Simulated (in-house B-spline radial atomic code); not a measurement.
Bi⁵⁺. Computed with a B-spline radial atomic code. Model: all-electron spherical atom, spin shells full or empty, radial basis limit, no spin-orbit coupling, Breit or QED, empty-state partial waves extrapolated as (l+1/2)^-4, RPA, G0W0 and static COHSEX of the highest shell as one setting changes (uncorrelated shells keep exact exchange).

Without the two-electron picture change, core correlation of heavy ions comes too large.

Given: element Bi; charge 5; filled core Xe; hamiltonian one-electron scalar X2C; mean-field start r2SCAN; highest l of empty states 9; nuclear rms radius 5.5211 fm; highest mean-field shell 5d.

Shell: 4f 7 7, 5d 5 5 (electrons up and down).

```csv
natural log step of frequency grid,RPA correlation energy (hartree),G0W0 level (eV),G0W0 minus most complete (meV),RPA minus most complete (millihartree),linearised minus solved G0W0 (meV)
0.25,-7.0288,-89.683,0,0,-28
0.4,-7.0288,-89.683,0,0,-28
0.6,-7.0288,-89.683,0,0,-28
0.9,?,?,?,?,?
1.3,?,?,?,?,?
1.8,-7.0243,-89.683,0.7,4.4,-27.5
2.5,-7.0251,-89.75,-66.7,3.7,-26.5
3.5,-7.0004,-89.96,-276.7,28.4,-36.7
```

Question: What follows for natural log step of frequency grid = 1.3?

Answer: RPA correlation energy -7.0278 hartree; G0W0 level -89.683 eV; G0W0 minus most complete 0.5 meV; RPA minus most complete 1 millihartree; linearised minus solved G0W0 -27.9 meV.

Question: What follows for natural log step of frequency grid = 0.9?

Answer: RPA correlation energy -7.0288 hartree; G0W0 level -89.683 eV; G0W0 minus most complete 0 meV; RPA minus most complete 0 millihartree; linearised minus solved G0W0 -28 meV.
